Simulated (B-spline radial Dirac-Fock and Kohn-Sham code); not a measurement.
ΔSCF core binding energies without Breit or QED terms, calculated with a B-spline atomic structure program.

A sound run for the Sm atom in the configuration [Xe] 4f6 6s2: The ground state converged in 13 iterations, with total energy -10429.14757 Ha, virial ratio 1.92244 and highest orbital energy -4.86 eV. ΔSCF binding energies: K (1s) 47030.7 eV, L3 (2p3/2) 6734.7 eV, M5 (3d5/2) 1085.0 eV.

A second run, with one unsound setting: The ground state converged in 10 iterations, with total energy -10424.83058 Ha, virial ratio 1.92074 and highest orbital energy 47.04 eV. ΔSCF binding energies: K (1s) 47007.2 eV, L3 (2p3/2) 6712.0 eV, M5 (3d5/2) 1063.0 eV.

```
iter   energy (Ha)        error
   1   -10422.50213797  2.01e+00
   2   -10422.87591740  3.50e-01
   3   -10424.82923581  1.63e-02
   4   -10424.83035991  5.79e-03
   5   -10424.83057777  9.88e-04
   6   -10424.83058418  1.32e-04
   7   -10424.83058444  1.80e-04
   8   -10424.83058492  3.41e-05
   9   -10424.83058493  2.30e-06
  10   -10424.83058493  3.95e-08
```

Question: Which fault fits the second run best?
A. too few iterations
B. box too small
C. speed of light below Z
D. unbound anion

Answer: B. The input had rmax = 3.0: rmax squeezes the outer orbitals.
